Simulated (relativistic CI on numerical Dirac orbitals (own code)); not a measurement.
As XXIII: computed level list

Method of calculation: Dirac-Coulomb-Breit CI, KLI orbitals optimised for each configuration, a model potential for QED, unscaled Slater integrals (own radial code, finite nucleus).

Configuration list (outside the closed core [Ne]): 3s, 3p, 3d, 4s, 4p, 4d, 4f, 5s, 5p, 5d, 5f, 5g, 6s, 6p, 6d. Levels of other configurations are missing.

The lowest level is 3s 2S_1/2, with 100 % of that term; Hund's rules for 3s give 2S with J = 1/2, in agreement.

| No. | Configuration | Term | J | E (eV) | % | Next component (%) | Landé g | Lifetime (s) |
| --- | --- | --- | --- | --- | --- | --- | --- | --- |
| 1 | 3s | 2S | 1/2 | 0.000 | 100 |  | 2.000 |  |
| 2 | 3p | 2P° | 1/2 | 49.738 | 100 |  | 0.663 | 9.85e-11 |
| 3 | 3p | 2P° | 3/2 | 58.229 | 100 |  | 1.332 | 6.06e-11 |
| 4 | 3d | 2D | 3/2 | 124.913 | 100 |  | 0.798 | 3.26e-11 |
| 5 | 3d | 2D | 5/2 | 126.403 | 100 |  | 1.199 | 4.13e-11 |
| 6 | 4s | 2S | 1/2 | 444.091 | 100 |  | 2.001 | 8.93e-13 |
| 7 | 4p | 2P° | 1/2 | 464.237 | 100 |  | 0.664 | 8.86e-13 |
| 8 | 4p | 2P° | 3/2 | 467.608 | 100 |  | 1.333 | 9.67e-13 |
| 9 | 4d | 2D | 3/2 | 492.399 | 100 |  | 0.798 | 5.31e-13 |
| 10 | 4d | 2D | 5/2 | 493.066 | 100 |  | 1.199 | 5.25e-13 |
| 11 | 4f | 2F° | 5/2 | 504.839 | 100 |  | 0.856 | 2.37e-13 |
| 12 | 4f | 2F° | 7/2 | 505.100 | 100 |  | 1.142 | 2.38e-13 |
| 13 | 5s | 2S | 1/2 | 637.224 | 100 |  | 2.001 | 1.11e-12 |
| 14 | 5p | 2P° | 1/2 | 647.263 | 100 |  | 0.665 | 1.08e-12 |
| 15 | 5p | 2P° | 3/2 | 648.939 | 100 |  | 1.333 | 1.17e-12 |
| 16 | 5d | 2D | 3/2 | 660.970 | 100 |  | 0.799 | 6.95e-13 |
| 17 | 5d | 2D | 5/2 | 661.319 | 100 |  | 1.200 | 6.91e-13 |
| 18 | 5f | 2F° | 5/2 | 667.196 | 100 |  | 0.856 | 4.38e-13 |
| 19 | 5f | 2F° | 7/2 | 667.329 | 100 |  | 1.143 | 4.40e-13 |
| 20 | 5g | 2G | 7/2 | 667.950 | 100 |  | 0.888 | 8.32e-13 |
| 21 | 5g | 2G | 9/2 | 668.032 | 100 |  | 1.111 | 8.33e-13 |
| 22 | 6s | 2S | 1/2 | 738.509 | 100 |  | 2.002 | 1.54e-12 |
| 23 | 6p | 2P° | 1/2 | 744.210 | 100 |  | 0.665 | 1.48e-12 |
| 24 | 6p | 2P° | 3/2 | 745.163 | 100 |  | 1.334 | 1.59e-12 |
| 25 | 6d | 2D | 3/2 | 751.922 | 100 |  | 0.799 | 9.96e-13 |
| 26 | 6d | 2D | 5/2 | 752.126 | 100 |  | 1.200 | 9.97e-13 |

Energies count from the lowest computed level; ° marks odd parity; lifetimes are radiative, by E1, M1, E2, M2 decay to levels of this space only.

The mean weight of the leading LS term, summed over parents, in these 26 levels is 100 %, and that of the leading jj configuration (from the same eigenvectors) 100 %.

At this charge energies of transitions that change n are usually good to better than 1 %, and those within a shell (Δn = 0) to a few per cent.
